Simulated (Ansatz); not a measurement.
Geometry optimisation, RKS PBE0-D4/def2-SVP (Ansatz).

Input:

```yaml
crystal:
  periodic: [false, false, false]
  atoms:
    - { symbol: Zr, position_ang: [0.0, 0.0, 0.0] }
    - { symbol: F, position_ang: [0.0, 0.0, 2.33] }
    - { symbol: "N", position_ang: [2.084, 0.0, -0.7359] }
    - { symbol: H, position_ang: [2.5823, -0.918, -0.9166] }
    - { symbol: H, position_ang: [2.5853, 0.918, -0.9082] }
    - { symbol: "N", position_ang: [-1.0409, 1.8034, -0.7359] }
    - { symbol: H, position_ang: [-2.061, 1.7482, -1.0186] }
    - { symbol: H, position_ang: [-0.5204, 2.7241, -0.8065] }
    - { symbol: "N", position_ang: [-1.0409, -1.8034, -0.7359] }
    - { symbol: H, position_ang: [-1.5759, -2.4197, -0.0595] }
    - { symbol: H, position_ang: [-1.0055, -2.0526, -1.7656] }
    - { symbol: Cl, position_ang: [-2.6761, 0.0, 0.8892] }
    - { symbol: H, position_ang: [-1.3106, 0.0, 2.1347] }
basis:
  gaussian: { orbitals: def2-SVP }
hamiltonian:
  xc: pbe0
  dispersion: d4
relax:
  f_tol: 0.15
  max_steps: 25
  restrain:
    - { distance: [0, 11], at: 3.72, k: 30.0 }
    - { distance: [12, 1], at: 2.12, k: 30.0 }
    - { distance: [0, 1], at: 1.98, k: 30.0 }
    - { distance: [12, 11], at: 1.37, k: 30.0 }
output:
  orbitals: {}
```

Run as:

```bash
$ ansatz run input.yaml --threads 4 --pin off --max-ram 5120MiB --backend cpu --events-out ev --progress --plain --runs-dir out
```

Where does it end, and by what steps?

It converged. The restraints hold the end off the free minimum; the threshold counts their pulls, which the force column leaves out. Restrained pairs: Zr1–Cl12 (2.82 → 3.72 Å), F2–H13 (1.33 → 2.11 Å), Zr1–F2 (2.33 → 1.97 Å), Cl12–H13 (1.85 → 1.33 Å). After 13 steps the energy has fallen by 3.190 eV (the restraints' own energy left out); Cl12 moved furthest, 1.10 Å.

```json
{"step": "0", "energy less start (eV)": "0.0000", "largest force component (eV/Å)": "2.479", "accepted": "yes"}
{"step": "1", "energy less start (eV)": "-0.3400", "largest force component (eV/Å)": "4.002", "accepted": "yes"}
{"step": "2", "energy less start (eV)": "-1.0022", "largest force component (eV/Å)": "5.484", "accepted": "yes"}
{"step": "3", "energy less start (eV)": "-2.0066", "largest force component (eV/Å)": "5.039", "accepted": "yes"}
{"step": "4", "energy less start (eV)": "-2.8516", "largest force component (eV/Å)": "1.397", "accepted": "yes"}
{"step": "5", "energy less start (eV)": "-3.0005", "largest force component (eV/Å)": "1.160", "accepted": "yes"}
{"step": "6", "energy less start (eV)": "-3.0624", "largest force component (eV/Å)": "1.048", "accepted": "yes"}
{"step": "7", "energy less start (eV)": "-3.0670", "largest force component (eV/Å)": "1.051", "accepted": "yes"}
{"step": "8", "energy less start (eV)": "-3.1403", "largest force component (eV/Å)": "0.990", "accepted": "yes"}
{"step": "9", "energy less start (eV)": "-3.1763", "largest force component (eV/Å)": "0.971", "accepted": "yes"}
{"step": "10", "energy less start (eV)": "-3.1445", "largest force component (eV/Å)": "1.215", "accepted": "no"}
{"step": "11", "energy less start (eV)": "-3.1818", "largest force component (eV/Å)": "1.067", "accepted": "yes"}
{"step": "12", "energy less start (eV)": "-3.1881", "largest force component (eV/Å)": "0.991", "accepted": "yes"}
{"step": "13", "energy less start (eV)": "-3.1903", "largest force component (eV/Å)": "1.013", "accepted": "yes"}
```

```xyz
13
Properties=species:S:1:pos:R:3
Zr 0.076 0.057 -0.066
F 0.108 0.091 1.906
N 1.965 -0.043 -0.801
H 2.705 -0.644 -0.439
H 2.364 0.553 -1.524
N -0.746 1.740 -0.847
H -1.488 1.783 -1.542
H -0.596 2.682 -0.488
N -0.920 -1.543 -0.812
H -1.828 -1.837 -0.455
H -0.599 -2.224 -1.494
Cl -3.095 -0.424 1.818
H -1.924 -0.189 2.415
```

Run time: 26 s on 4 threads of Intel(R) Xeon(R) 6975P-C (Granite Rapids), with other jobs on the host, peak memory 0.44 GiB.
